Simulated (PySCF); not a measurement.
N (SMILES [N]), quartet; B3LYP/3-21G (PySCF).

Input for PySCF:
```python
from pyscf import gto, scf, dft

mol = gto.Mole()
mol.atom = '''
    N     0.00000000    0.00000000    0.00000000
'''
mol.basis = '3-21g'
mol.spin = 3
mol.verbose = 5
mol.build()

mf = dft.UKS(mol)
mf.xc = 'b3lyp'
mf.kernel()
```

Output, abridged:

```
PySCF version 2.14.0

[INPUT] verbose = 5
[INPUT] max_memory = 4000
[INPUT] num. atoms = 1
[INPUT] num. electrons = 7
[INPUT] charge = 0
[INPUT] spin (= nelec alpha-beta = 2S) = 3
[INPUT] symmetry False subgroup None
[INPUT] Mole.unit = angstrom
[INPUT] Symbol           X                Y                Z      unit          X                Y                Z       unit  Magmom
[...]
[INPUT] ---------------- BASIS SET ----------------
[INPUT] l, kappa, [nprim/nctr], expnt,             c_1 c_2 ...
[INPUT] N
[...]
                                36.4851           0.352955
                                7.81449           0.706513
[...]
                                1.14915           1.22442
[...]
                                1.14915           0.858953
[...]
nuclear repulsion = 0
number of shells = 5
number of NR pGTOs = 15
number of NR cGTOs = 9
basis = 3-21g
ecp = {}

******** <class 'pyscf.dft.uks.UKS'> ********
method = UKS
initial guess = minao
damping factor = 0
level_shift factor = 0
DIIS = <class 'pyscf.scf.diis.CDIIS'>
diis_start_cycle = 1
diis_space = 8
diis_damp = 0
SCF conv_tol = 1e-09
SCF conv_tol_grad = None
SCF max_cycles = 50
direct_scf = True
direct_scf_tol = 1e-13
number electrons alpha = 5  beta = 2
XC library pyscf.dft.libxc version 7.1.2
    S. Lehtola, C. Steigemann, M. J. T. Oliveira, and M. A. L. Marques,  SoftwareX 7, 1–5 (2018)
XC functionals = b3lyp
    P. J. Stephens, F. J. Devlin, C. F. Chabalowski, and M. J. Frisch,  J. Phys. Chem. 98, 11623 (1994)
radial grids:
    Treutler-Ahlrichs [JCP 102, 346 (1995); DOI:10.1063/1.469408] (M4) radial grids

becke partition: Becke, JCP 88, 2547 (1988); DOI:10.1063/1.454033
pruning grids: <function nwchem_prune>
grids dens level: 3
symmetrized grids: False
atomic radii adjust function: <function treutler_atomic_radii_adjust>
small_rho_cutoff = 0
Set gradient conv threshold to 3.16228e-05
atom N rad-grids = 75, ang-grids = [ 50  50  50  50  50  50  50  50  50  50  50  50  50  50  50  50  50  50
  50  50  50  50  50  86  86  86  86  86  86  86  86  86  86 266 266 266
 266 266 266 266 302 302 302 302 302 302 302 302 302 302 302 302 302 302
 302 302 302 302 302 302 266 266 266 266 266 266 266 266 266 266 266 266
 266 266 266]
tot_boxes 729, boxes in each direction [7 7 7]
Padding 2 grids
tot grids = 13904
nelec by numeric integration = [3.49183763 3.49183763]
E1 = -73.85478997901504  E2 = 19.80308211154836  Ecoul = 26.436522856697838  Exc = -6.6334407451494775
init E= -54.0517078674667
[...]
E1 = -73.67534987464784  E2 = 19.379894969453563  Ecoul = 26.170623142200913  Exc = -6.790728172747351
cycle= 3 E= -54.2954549051943  delta_E= -0.00192  |g|= 0.00364  |ddm|= 0.0578
  alpha mo_energy =
[-14.33402515  -0.78512264  -0.32876751  -0.32876751  -0.32876751
   0.98772194   0.98772194   0.98772194   1.56309853]
  beta  mo_energy =
[-14.28135973  -0.58971397  -0.06798386  -0.06798386  -0.06798386
   1.11373145   1.11373145   1.11373145   1.69375256]
multiplicity <S^2> = 3.7507837  2S+1 = 4.0003918
nelec by numeric integration = [5. 2.]
E1 = -73.67998116470179  E2 = 19.38451840840785  Ecoul = 26.176239113213935  Exc = -6.791720704806085
cycle= 4 E= -54.2954627562939  delta_E= -7.85e-06  |g|= 5.43e-05  |ddm|= 0.00486
  alpha mo_energy =
[-14.3340509   -0.7851467   -0.32877372  -0.32877372  -0.32877372
   0.98769995   0.98769995   0.98769995   1.56306565]
  beta  mo_energy =
[-14.28133765  -0.5897219   -0.06800348  -0.06800348  -0.06800348
   1.11372072   1.11372072   1.11372072   1.693752  ]
multiplicity <S^2> = 3.7507854  2S+1 = 4.0003927
nelec by numeric integration = [5. 2.]
E1 = -73.6800592648238  E2 = 19.384596507169377  Ecoul = 26.176334187650298  Exc = -6.791737680480919
cycle= 5 E= -54.2954627576544  delta_E= -1.36e-09  |g|= 1.24e-06  |ddm|= 6.31e-05
  alpha mo_energy =
[-14.33405232  -0.7851474   -0.32877411  -0.32877411  -0.32877411
   0.98770004   0.98770004   0.98770004   1.56306509]
  beta  mo_energy =
[-14.2813392   -0.58972188  -0.06800342  -0.06800342  -0.06800342
   1.11372049   1.11372049   1.11372049   1.69375194]
multiplicity <S^2> = 3.7507854  2S+1 = 4.0003927
nelec by numeric integration = [5. 2.]
E1 = -73.68006099111241  E2 = 19.384598233457417  Ecoul = 26.17633628446632  Exc = -6.791738051008904
cycle= 6 E= -54.295462757655  delta_E= -5.76e-13  |g|= 4.14e-08  |ddm|= 1.24e-06
  alpha mo_energy =
[-14.3340524   -0.78514744  -0.32877414  -0.32877414  -0.32877414
   0.9877       0.9877       0.9877       1.56306504]
  beta  mo_energy =
[-14.28133929  -0.58972193  -0.06800347  -0.06800347  -0.06800347
   1.11372044   1.11372044   1.11372044   1.69375189]
multiplicity <S^2> = 3.7507854  2S+1 = 4.0003927
nelec by numeric integration = [5. 2.]
E1 = -73.68006113798737  E2 = 19.38459838033236  Ecoul = 26.17633645974933  Exc = -6.7917380794169695
Extra cycle  E= -54.295462757655  delta_E= -7.11e-15  |g|= 1.74e-08  |ddm|= 4.85e-08
converged SCF energy = -54.295462757655  <S^2> = 3.7507854  2S+1 = 4.0003927
```
